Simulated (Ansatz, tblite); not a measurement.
Removing and adding an electron: In3O8H7, a hydroxylated oxide cluster. The state is a singlet with charge 0. Geometry: PBE-D4/def2-SVP. Ansatz, gas phase; energy differences of separate SCF runs; the oxidised species was run as a doublet alone; the reduced species was run as a doublet alone.

| atom | x (Å) | y (Å) | z (Å) |
| --- | --- | --- | --- |
| In1 | 1.1110 | 0.1421 | 1.2889 |
| In2 | -1.0721 | -1.7960 | -0.1174 |
| In3 | 0.2970 | 0.8373 | -1.4859 |
| O4 | 0.2552 | 1.9423 | -3.1711 |
| O5 | -2.0344 | -3.5617 | -0.1794 |
| O6 | -1.7909 | -0.1731 | -1.3574 |
| O7 | 2.1490 | 1.3055 | -0.3445 |
| O8 | -0.5087 | 1.4660 | 0.5320 |
| O9 | 0.8203 | -1.0203 | -0.5422 |
| O10 | 2.2333 | 0.1852 | 2.9698 |
| O11 | -0.6401 | -1.1263 | 1.8876 |
| H12 | -0.6095 | 1.7807 | -3.5987 |
| H13 | -2.6221 | -3.5552 | -0.9610 |
| H14 | -2.2082 | 0.4672 | -0.7396 |
| H15 | 2.2709 | 2.2598 | -0.1713 |
| H16 | -0.3262 | 2.4016 | 0.7485 |
| H17 | 3.1658 | 0.2685 | 2.6864 |
| H18 | -0.4902 | -1.8234 | 2.5553 |

In the def2 sets In takes a core potential; there is no spin–orbit coupling. The xTB rows come from tblite. HOMO above LUMO, or a gap near zero within one spin, warns that the state may not be the lowest or that an electron is smeared out.

```
           level  −HOMO (eV)  vertical IE (eV)  −LUMO (eV)  vertical EA (eV)  HOMO–LUMO gap (eV)  IE − EA (eV)                                                                   remarks
        GFN1-xTB       11.32             13.73        7.82              5.77                3.50          7.96                                                                         –
        GFN2-xTB       12.35             14.72        9.84              7.55                2.51          7.17                                                                         –
 PBE-D4/def2-SVP        6.40              8.71        3.03              0.99                3.37          7.72  HOMO above zero (-1 doublet), gap within one spin near zero (+1 doublet)
PBE0-D4/def2-SVP        8.15              9.75        2.21              0.78                5.95          8.97                                              HOMO above zero (-1 doublet)
```

Relaxing the oxidised species (PBE-D4/def2-SVP) changes its energy by -0.22 eV at PBE-D4/def2-SVP, so the adiabatic ionisation energy to this nearest minimum is 8.49 eV. At PBE0-D4/def2-SVP it is 9.14 eV. The gap within one spin of the relaxed charge 1 doublet nearly closes, so an electron or hole may be smeared out by delocalisation error.     A HOMO above zero means that the electron is unbound at that level or that self-interaction error raises the level; the energy of removing that electron tells which. Raw xTB energy differences between charge states are shifted by several eV; the methods need an empirical correction for them. Sets without diffuse functions give affinities that are too small.
